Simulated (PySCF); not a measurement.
# One molecule, several mistakes: B2GeH4N cation

Calculated results; nothing here was measured. They come from PySCF 2.14.0, an open-source quantum chemistry program, on an isolated molecule that a program drew, which may never have been made. The molecule is B2GeH4N cation (charge +1, singlet), drawn as the SMILES string `[BH+][N]=[GeH][BH2]`.

Each row is a Hartree-Fock (HF) and frozen-core CCSD(T) single point in the cc-pVDZ basis, meant for a local HF minimum. Run 1 is clean. Each other run has one planted mistake out of seven kinds, and not every kind appears here: one electron removed, one electron added, multiplicity raised by two, geometry at a saddle point, minimal basis STO-3G, one bond length entered in bohr, all coordinates scaled. The reference is restricted for singlets and unrestricted otherwise, and also for a bond in bohr. Adding or removing an electron swaps singlet and doublet. Electrons count all cores. HOMO and LUMO are orbital energies over both spins, the gradient is its largest component, and the lowest frequency (negative if imaginary) is given only where the gradient is small. Bond lengths are over the 7 bonds as drawn. T1 is the CCSD diagnostic: over 0.02 (restricted) or 0.045 (unrestricted) a single reference is doubtful. Germanium has the cc-pVDZ-PP basis, with a core potential (ECP10MDF) in place of its 10 inner electrons, and its 3s, 3p and 3d shells are frozen in CCSD(T).

Geometry of the clean run:
```xyz
8
B2GeH4N cation, angstrom
B     1.0949   -1.6422    0.3177
N     0.1816   -1.3119   -0.4886
Ge   -1.0592   -0.8922   -1.6170
B    -2.2515    0.7834   -1.2545
H     1.9399   -1.9448    1.0672
H    -1.1495   -1.8327   -2.8037
H    -1.8790    1.8250   -1.6873
H    -3.2466    0.6226   -0.6261
```

| run | electrons | basis functions | <S^2> | HOMO (eV) | LUMO (eV) | gradient (hartree/bohr) | lowest frequency (cm^-1) | mean bond (Å) | longest bond (Å) | T1 | HF (hartree) | CCSD(T) (hartree) | mistake |
|---|---|---|---|---|---|---|---|---|---|---|---|---|---|
| 1 | 52 | 85 | 0.000 | -16.25 | -4.66 | 1.4e-05 | 103 | 1.4487 | 2.088 | 0.0157 | -399.26518 | -399.69804 | no fault |
| 2 | 53 | 85 | 0.785 | -6.15 | 1.13 | 5.5e-02 | - | 1.4487 | 2.088 | 0.0181 | -399.46323 | -399.91816 | one electron added |
| 3 | 52 | 85 | 0.708 | -15.10 | -4.94 | 2.0e-02 | - | 1.5997 | 2.245 | 0.0637 | -399.14165 | -399.57454 | one bond length entered in bohr |
| 4 | 52 | 85 | 0.000 | -16.21 | -5.62 | 4.3e-05 | -167 | 1.4534 | 2.124 | 0.0159 | -399.26108 | -399.69409 | geometry at a saddle point |
| 5 | 52 | 85 | 2.019 | -11.67 | -7.35 | 6.9e-02 | - | 1.4487 | 2.088 | 0.0722 | -399.13343 | -399.55100 | ? |
| 6 | 51 | 85 | 0.763 | -22.52 | -12.85 | 8.0e-02 | - | 1.4487 | 2.088 | 0.0548 | -398.73188 | -399.11993 | ? |

**Which mistake was planted in run 5, and what did it cost?**

Electrons, basis and geometry are unchanged, and <S^2> is 2.019, beside S(S+1) = 2.00 for a multiplicity of 3. So the mistake is: multiplicity raised by two. Subtracting run 1 and multiplying by 627.51 kcal/mol a hartree, the energy moved by 82.7 kcal/mol in HF and 92.3 kcal/mol in CCSD(T).

**Which mistake was planted in run 6, and what did it cost?**

It counts 51 electrons, one fewer than the clean run, at the same geometry and basis. So the mistake is: one electron removed. Subtracting run 1 and multiplying by 627.51 kcal/mol a hartree, the energy moved by 334.7 kcal/mol in HF and 362.8 kcal/mol in CCSD(T).

Cautions from the logs. Run 3: T1 is over the limit, so its CCSD(T) energy is less reliable; run 5: T1 is over the limit, so its CCSD(T) energy is less reliable; run 6: T1 is over the limit, so its CCSD(T) energy is less reliable.
